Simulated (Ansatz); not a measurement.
Mulliken charges of FH2MoNOS (`[NH2][Mo](=[O])([F])=[S]`) from B3LYP/def2-TZVPP in Ansatz (PBE0-D4/def2-TZVP geometry).

```csv
atom,x (Å),y (Å),z (Å),charge (e)
N1,-0.691,0.750,0.580,-0.498
Mo2,0.413,-0.540,-0.285,1.375
O3,1.796,-0.707,0.630,-0.492
F4,-0.472,-2.159,-0.412,-0.401
S5,0.874,0.190,-2.209,-0.355
H6,-0.568,0.994,1.553,0.185
H7,-1.291,1.404,0.099,0.186
```

**Question.** By hand: the dipole of these point charges (1 e Å = 4.8032 D).

**Answer.** Σ q r = (-0.438, 0.475, 0.264) e Å, of length 0.698 e Å = 3.35 D.

**Question.** How does the dipole of the full density compare? (An estimate is asked.)

**Answer.** The calculation gave: (-0.467, 0.504, 0.333) e Å, 3.67 D; the point charges give 0.91 times that, at 4° from its direction.

Point charges leave out the atoms' own dipoles, such as those of lone pairs, and Mulliken's split depends on the basis, so the close match here is no proof of good charges.

B3LYP here is the variant with VWN-RPA as its local correlation; programs differ in this.
